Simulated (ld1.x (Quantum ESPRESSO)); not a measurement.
## Co, PAW: configuration errors across variants

cobalt, PAW, made with ld1.x (Quantum ESPRESSO) 7.5 (LDA (PZ), scalar-relativistic). Core [Ar], reference 3d7 4s2 4p0. Waves: 4s (bound): rcut 2.45, rcutus 2.65 bohr; 4s channel at 1.5 Ry: rcut 2.45, rcutus 2.65 bohr; 4p (bound, empty): rcut 2.75, rcutus 3.75 bohr; 4p channel at 4.4 Ry: rcut 2.75, rcutus 3.75 bohr; 3d (bound): rcut 0.80, rcutus 1.10 bohr; 3d channel at 0.6 Ry: rcut 0.80, rcutus 1.10 bohr. Local part: all-electron potential smoothed inside 0.95 bohr (lloc = -2). Core correction: Bessel-smoothed model core, default radius (core density twice the valence density). Augmentation charge: BESSEL, radius 0.85 bohr.

All-electron excitation energies from the reference (eV): (1) 3d7 4s1 4p0 9.296; (2) 3d7 4s0 4p0 26.380; (3) 3d6 4s0 4p0 62.569; (4) 3d7 4s0 4p2 9.145; (5) 3d8 4s1 4p0 -1.239; (6) 3d7 4s1.5 4p0 3.721; (7) 3d7 4s0 4p1 14.748; (8) 3d7 4s2 4p0 spin -1.983; (9) 3d7 4s1 4p0 spin 6.717.

Spin tests fill each open shell by Hund’s rule, majority spin first.

The overlap operator is not positive definite (basis up to 400 Ry) in “all radii but the core radius scaled by about 1.23 (s 3.26, p 4.62, d 1.36 bohr, rcut 3.02/3.38/0.98); local potential all-electron potential smoothed inside 1.16 bohr (lloc = -2); augmentation BESSEL, radius 1.04 bohr”, “all radii but the core radius scaled by about 1.38 (s 3.66, p 5.18, d 1.52 bohr, rcut 3.38/3.80/1.10); local potential all-electron potential smoothed inside 1.32 bohr (lloc = -2); augmentation BESSEL, radius 1.18 bohr”. Such files are unfit for use, however small their errors in these radial tests.

A true bound ghost makes a file unfit for plane-wave use even where its test errors are small: the radial tests pick states by their node count and pass the ghost by.

Errors AE − PS in meV (a dash: test not solved or not reliable):

```csv
change,(1),(2),(3),(4),(5),(6),(7),(8),(9),bound ghosts
base,+29,+311,-79,+4.2,+40,+3.1,+57,-10,+22,s
"all radii but the core radius scaled by about 0.76 (s 2.02, p 2.86, d 0.84 bohr, rcut 1.86/2.10/0.62); local potential all-electron potential smoothed inside 0.72 bohr (lloc = -2); augmentation BESSEL, radius 0.64 bohr",+0.4,+15,-245,+66,-51,-0.4,+16,-9.6,-6.3,"s, p"
"all radii but the core radius scaled by about 0.91 (s 2.42, p 3.42, d 1.00 bohr, rcut 2.24/2.50/0.72); local potential all-electron potential smoothed inside 0.86 bohr (lloc = -2); augmentation BESSEL, radius 0.78 bohr",+1.7,+38,-255,+8.2,-41,-0.7,+0.4,-10,-4.0,s
"all radii but the core radius scaled by about 1.23 (s 3.26, p 4.62, d 1.36 bohr, rcut 3.02/3.38/0.98); local potential all-electron potential smoothed inside 1.16 bohr (lloc = -2); augmentation BESSEL, radius 1.04 bohr",+76,+240,-233,-106,+93,+21,-261,-8.4,+81,not determined (overlap not positive)
"all radii but the core radius scaled by about 1.38 (s 3.66, p 5.18, d 1.52 bohr, rcut 3.38/3.80/1.10); local potential all-electron potential smoothed inside 1.32 bohr (lloc = -2); augmentation BESSEL, radius 1.18 bohr",+32,+101,-291,-34,+17,+7.9,-243,-9.7,+31,not determined (overlap not positive)
```

Q: Give the same row for: all radii but the core radius scaled by about 1.15 (s 3.04, p 4.30, d 1.26 bohr, rcut 2.80/3.14/0.92); local potential all-electron potential smoothed inside 1.08 bohr (lloc = -2); augmentation BESSEL, radius 0.98 bohr.

A: +2.0, +445, -112, –, –, –, –, –, –; bound ghosts: p, s.
